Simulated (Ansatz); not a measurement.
Abridged output of a molecular run in Ansatz:

```
Functional definition: HF
1413 factors; integrals over basis functions are off by at most 9.5e-4 eV
mean field evaluation 1: about -13734.9721 eV, gradient 3.7e1 eV
mean field evaluation 2: about -13735.2612 eV, gradient 3.7e1 eV
mean field evaluation 4: about -13738.8307 eV, gradient 4.6e0 eV
mean field evaluation 8: about -13738.9082 eV, gradient 2.9e-1 eV
mean field -13738.90876389 eV, -504.8955845060 hartree, gradient 6.2e-6 eV, S^2 0.000000; 0 other end points of the search recorded, 0 dependent functions left out
9 core orbitals not correlated: weight in the atoms' cores, before any rotation towards them, 1.000 or more for the frozen orbitals, at most 0.000 for the correlated occupied ones
reference -13738.90876389 eV, -504.8955845060 hartree; 14, 14 occupied and 213, 213 virtual orbitals, 1413 factors
second order -23.11931565 eV of doubles, -0.00000000 eV of singles
cycle   1  -23.35128115 eV  change   -2.3e-1 eV  update   1.1e-1
cycle   2  -23.94098124 eV  change   -5.9e-1 eV  update   3.5e-2
cycle   3  -24.08312170 eV  change   -1.4e-1 eV  update   1.8e-2
cycle   4  -24.07435761 eV  change    8.8e-3 eV  update   4.9e-3
cycle   5  -24.07194802 eV  change    2.4e-3 eV  update   2.2e-3
cycle   6  -24.07308444 eV  change   -1.1e-3 eV  update   6.6e-4
cycle   7  -24.07280876 eV  change    2.8e-4 eV  update   2.6e-4
cycle   8  -24.07266174 eV  change    1.5e-4 eV  update   8.5e-5
cycle   9  -24.07268762 eV  change   -2.6e-5 eV  update   3.4e-5
perturbative correction -1.02870001 eV, -0.0378040282 hartree
Total energy: -13764.01015152 eV, -505.8180434870 hartree
```

Its atoms:

Z-matrix (Å, degrees):
```
C
Si 1 1.866
C 1 1.509 2 63.6
H 1 1.088 2 119.2 3 107.5
H 1 1.088 2 119.2 3 -107.5
H 2 1.478 1 119.5 3 104.9
H 2 1.478 1 119.5 3 -104.9
C 3 1.312 1 135.5 2 179.9
F 8 1.338 3 122.4 1 -180.0
H 8 1.087 3 126.1 1 0.0
```

Problem. Which basis set was used?
A. def2-QZVPP
B. def2-TZVPP
C. cc-pV(Q+d)Z
D. def2-SVPD

Solution. B. It gives 236 functions.

Problem. Write the keys of the input that set method, charge and spin (a neutral closed shell needs none for the last two).

Solution. 
```yaml
correlation: {method: ccsd_t}
```
